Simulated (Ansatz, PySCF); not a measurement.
C5H8Si, SMILES C#C[C@@H]1C[C@@H]1[SiH3]. Atoms are numbered in the order given.

```xyz
14

C      1.8379     1.7858     0.4233
C      1.4521     0.6394     0.4463
C      0.9618    -0.7268     0.4755
C      0.5676    -1.4189    -0.8032
C     -0.5034    -1.0066     0.1742
Si    -1.6822     0.3965    -0.2261
H      2.1837     2.8042     0.4019
H      1.4234    -1.3515     1.2475
H      0.8096    -2.4817    -0.8924
H      0.6684    -0.8477    -1.7312
H     -0.9344    -1.8190     0.7708
H     -1.1225     1.2369    -1.3219
H     -1.9376     1.2432     0.9753
H     -2.9825    -0.1821    -0.6810
```

Geometry optimised at ωB97X-D3(BJ)/def2-SVP. The structure was generated by enumeration; whether it is a known compound was not checked.

Two levels are set side by side: PBE-D3(BJ)/def2-SVP (Ansatz, a first-principles code) and ωB97X-D3(BJ)/def2-SVP (PySCF). Each level has its own optimised geometry; the coordinates shown are those of the second. Frequencies come from the Hessian of PySCF at each geometry. Differences are taken from unrounded values.

| quantity | ωB97X-D3(BJ) | PBE-D3(BJ) | PBE-D3(BJ) minus ωB97X-D3(BJ) |
|---|---|---|---|
| mean bond length (Å) | 1.357 | 1.366 | 0.009 |
| bond C1–C2 (Å) | 1.210 | 1.224 | 0.015 |
| bond C2–C3 (Å) | 1.452 | 1.441 | -0.011 |
| bond C3–C4 (Å) | 1.506 | 1.519 | 0.012 |
| bond C3–C5 (Å) | 1.522 | 1.537 | 0.015 |
| bond C4–C5 (Å) | 1.507 | 1.513 | 0.005 |
| bond C5–Si6 (Å) | 1.876 | 1.886 | 0.010 |
| bond C1–H7 (Å) | 1.076 | 1.081 | 0.005 |
| bond C3–H8 (Å) | 1.095 | 1.104 | 0.009 |
| bond C4–H9 (Å) | 1.094 | 1.101 | 0.007 |
| bond C4–H10 (Å) | 1.094 | 1.102 | 0.007 |
| bond C5–H11 (Å) | 1.096 | 1.104 | 0.008 |
| bond Si6–H12 (Å) | 1.490 | 1.503 | 0.012 |
| bond Si6–H13 (Å) | 1.492 | 1.504 | 0.013 |
| bond Si6–H14 (Å) | 1.494 | 1.506 | 0.012 |
| highest harmonic wavenumber (cm⁻¹) | 3486 | 3410 | -76 |
| mean harmonic wavenumber (cm⁻¹) | 1309 | 1249 | -60 |
| zero-point energy (kcal/mol) | 67.37 | 64.27 | -3.10 |

GGA bonds tend to be longer and softer than those of functionals with exact exchange. Differences between two approximate levels are no errors against the true value.
